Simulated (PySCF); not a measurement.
**Distorted geometries of Bi(OH)5**

Bi(OH)5 (singlet). PySCF 2.14.0, RKS B3LYP, Bi def2-SVP with ECP60, O def2-SVP, H def2-SVP; non-relativistic Hamiltonian with scalar-relativistic core potentials where named; density fitting; no spin-orbit coupling. Relaxed geometry:

```xyz
11

Bi   -0.0184    0.0106    0.0402
O    -0.2568   -0.0561    2.1273
H     0.5892   -0.3633    2.4947
O     2.1070   -0.1341    0.2626
H     2.4457    0.5863    0.8188
O     0.2008    1.8009   -1.0096
H     1.1490    1.8382   -1.2276
O    -2.0973    0.1207   -0.1019
H    -2.4179   -0.0752    0.7962
O     0.1382   -1.7624   -1.0348
H     1.0934   -1.9540   -1.0490
```

Problem. Order these distorted geometries by energy above the relaxed one, lowest first.
A.
```xyz
11

Bi    0.1116    0.0382    0.1272
O    -0.2239   -0.1876    2.1617
H     0.4820   -0.3095    2.6684
O     2.0902   -0.3571    0.0893
H     2.3181    0.7226    0.6456
O     0.2722    1.9089   -0.9347
H     1.2022    1.8357   -1.2839
O    -2.2503    0.1193   -0.1109
H    -2.4873    0.0109    0.7763
O     0.0784   -1.7255   -0.9573
H     1.3396   -2.0444   -1.0647
```
B.
```xyz
11

Bi   -0.0722    0.0488    0.0912
O    -0.1507   -0.2308    2.0865
H     0.8556   -0.3150    2.4556
O     1.9298   -0.2601    0.2015
H     2.7506    0.6282    0.8724
O     0.0235    1.9205   -1.1152
H     1.1315    1.8500   -1.0981
O    -2.1338    0.1180   -0.1368
H    -2.5302    0.1270    0.8436
O     0.0071   -1.8192   -0.7663
H     1.1218   -2.0558   -1.3173
```
C.
```xyz
11

Bi   -0.0437    0.0329    0.0148
O    -0.2031   -0.0463    2.1437
H     0.6075   -0.3554    2.4808
O     2.0465   -0.0642    0.2330
H     2.4729    0.5119    0.8606
O     0.2417    1.7579   -0.9514
H     1.1384    1.8498   -1.2141
O    -2.1290    0.0854   -0.0520
H    -2.3685   -0.0782    0.8107
O     0.1098   -1.7461   -1.1057
H     1.0603   -1.9362   -1.1035
```

Solution. C (0.37 eV), A (3.73 eV), B (4.37 eV).

Problem. Which forces (eV/Å) act in the one that lies 3.73 eV up?

Solution. 
```
Bi  -5.23  0.00 -1.64
O   -5.49  1.12 -3.27
H    5.44 -0.95  3.60
O    3.06  5.53  3.08
H    0.12 -4.82 -2.39
O    1.13 -0.76  0.29
H   -0.90  0.24  0.18
O    3.18  0.40 -2.39
H   -0.81 -0.36  2.82
O    5.07 -1.94 -0.84
H   -5.57  1.54  0.56
```
Forces carry noise of the integration grid, about 0.01 to 0.03 eV/Å.
